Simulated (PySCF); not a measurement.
How methods differ on the ionisation energy of Rh²⁹⁺

Rh²⁹⁺ [Ne] 3s2 3p4 (3P) → Rh³⁰⁺ [Ne] 3s2 3p3 (4S), as a difference of total energies. All numbers are calculated (PySCF 2.14, scalar relativity by spin-free X2C-1e, in an uncontracted even-tempered set (18 s from 3.6 bohr⁻², ratio 2.5; 12 p from 4.7 bohr⁻², ratio 2.5; 5 d from 23 bohr⁻², ratio 2.7; 4 f from 34 bohr⁻², ratio 2.7)). Correlated levels: outer shells: 1s2 frozen; virtual orbitals above 40 to 60 times the deepest correlated orbital energy dropped. The calculations carry no spin-orbit coupling.

```json
{"method": "UHF", "ionisation energy (eV)": "1680.7"}
{"method": "LDA", "ionisation energy (eV)": "1683.3"}
{"method": "PBE", "ionisation energy (eV)": "1683.7"}
{"method": "PBE0", "ionisation energy (eV)": "1683.4"}
{"method": "r2SCAN", "ionisation energy (eV)": "1683.2"}
{"method": "M06-L", "ionisation energy (eV)": "1682.5"}
{"method": "PBEsol", "ionisation energy (eV)": "1683.1"}
{"method": "MP2 (outer shells)", "ionisation energy (eV)": "1681.7"}
{"method": "SCS-MP2 (outer shells)", "ionisation energy (eV)": "1681.7"}
```

Spin-orbit coupling is strong in these open shells (close to jj coupling). The scalar numbers leave it out and a first-order estimate fails, so it can dominate the gap to the real levels.

Breit and QED terms and the two-electron picture change are absent.

For comparison: 1677.6 ± 2.2 eV (semi-empirical (NIST evaluation); NIST Atomic Spectra Database, ionization energies).
